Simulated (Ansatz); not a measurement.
Calculated with Ansatz (gas phase, PBE0-D4/def2-TZVP geometries, no zero-point term in ΔE). CCSD(T)/CBS is the MP2 limit (def2-TZVPP, def2-QZVPP) plus CCSD(T) − MP2 in def2-TZVPP, frozen cores. This one scheme is used for every species, atoms too. DFT in def2-TZVPP. Open shells (•) are unrestricted, without spin–orbit coupling. Spin–orbit coupling would lower the free atoms: a little for O, Si. One conformer a species, not always the lowest.

Consider the atomization: `N[Si](N)(N)O` → 7 H• + 3 N• + O• + Si•.

| level | ΔE (kcal/mol) |
| --- | --- |
| BLYP-D4 | 1069.0 |
| ωB97M-V | 1070.0 |

Q: What does CCSD(T)/CBS give? (An estimate is asked.)

A: Ansatz gave: +1066.9 kcal/mol. The listed levels differ from it by 2.1, 3.1 kcal/mol.

Largest T1 diagnostic among the species: 0.012.

Leaving LDA and LC-ωPBE aside and taking each functional with its dispersion term where it has one, the values, not all of them listed here, spread over 50.8 kcal/mol, from BHLYP-D4 to PBE-D4. LDA lies +146.7 kcal/mol from PBE without D4, its usual overbinding. From r2SCAN to r2SCAN0 (25 % exact exchange), in def2-TZVPP and without D4, ΔE moves by −20.1 kcal/mol: exact exchange takes away binding that semilocal exchange gives to molecules. The D4 term adds +9.5 kcal/mol with B3LYP and +5.0 kcal/mol with PBE0; it sums over pairs of atoms, weighted by their polarisabilities, and B3LYP, whose exchange is more repulsive, gets the larger term.

B3LYP here is the variant with VWN-RPA as its local correlation; programs differ in this.

For atomizations the MP2-based limit and the directly extrapolated one differ by several kJ/mol either way, and by 10 to 25 for some Ge, Se and Sn compounds, so smaller differences from it don't rank the levels.
